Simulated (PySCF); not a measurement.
## Polarisability and C₆ of F⁺ (fluorine, charge +1)

[He] 2s2 2p4, high-spin 3P determinant. Calculation: PySCF 2.14, in x2c-TZVPPall with one added diffuse shell each of s, p, d type (6s4p3d1f, 40 functions); scalar relativity by spin-free X2C-1e. Coupled (time-dependent) response in atomic units; α is the mean over directions.

```tsv
method	mean α (bohr³)	α xx, yy, zz	C₆ (like pair)	S(−4)
UHF	1.714	1.782, 1.578, 1.782	3.109	1.257
PBE	1.885	1.924, 1.807, 1.924	3.527	1.542
PBE0	1.823	1.871, 1.726, 1.871	3.376	1.425
M06-L	1.794	1.872, 1.638, 1.872	3.295	1.475
BHandHLYP	1.772	1.824, 1.667, 1.824	3.253	1.326
```

S(−4) is the Cauchy moment in α(ω) = α(0) + S(−4) ω² + …

α(iu) at PBE:

```
u (hartree)  α(iu) (bohr³)
          0          1.885
     0.0500          1.881
      0.100          1.870
      0.200          1.826
      0.300          1.760
      0.500          1.589
      0.750          1.357
       1.00          1.147
       1.50         0.8276
       2.00         0.6163
       3.00         0.3746
       5.00         0.1766
```

For an ion, C₆ is the dispersion term alone; charge-induced terms of lower order in 1/R come first.

The components differ because the open shell of this determinant is not spherical; for a pure term their mean is the scalar polarisability.
